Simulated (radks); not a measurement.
Effect of the nuclear size on the neodymium ion Nd+, [Xe] 4f4 6s1. Calculated with a radial shooting solver on a logarithmic mesh with Libxc functionals: Dirac Kohn-Sham, PBE, spin-unpolarised, spherical densities, finite nucleus; open shells are shared between the two j in proportion to 2j + 1; Fermi nuclear charge, rms radius 4.9123 fm. The rms radius is varied about that value; shifts are against it.

rms radius (fm),total energy shift (eV),density at nucleus (e/bohr^3),1s1/2 shift (meV),2s1/2 shift (meV),5s1/2 shift (meV),5p1/2 shift (meV),6s1/2 shift (meV),4f7/2 shift (meV)
4.0576,-4.15,4.733e+05,-1720,-214,-1.60,0.156,-0.153,0.282
4.4948,-2.10,4.627e+05,-872,-109,-0.809,0.079,-0.078,0.143
4.9123,0,4.536e+05,0.000,0.000,0.000,0.000,0.000,0.000
5.1776,1.41,4.483e+05,585,72.9,0.543,-0.053,0.052,-0.096
5.4035,2.66,4.441e+05,1100,137,1.02,-0.100,0.098,-0.181

Slopes of the eigenvalues against <r^2> in GHz/fm^2, as finite differences over the two radii next to the reference (eigenvalue slopes, not the field-shift constants of lines): 1s1/2 53400, 2s1/2 6640, 5s1/2 49.5, 5p1/2 -4.83, 6s1/2 4.74, 4f7/2 -8.74.
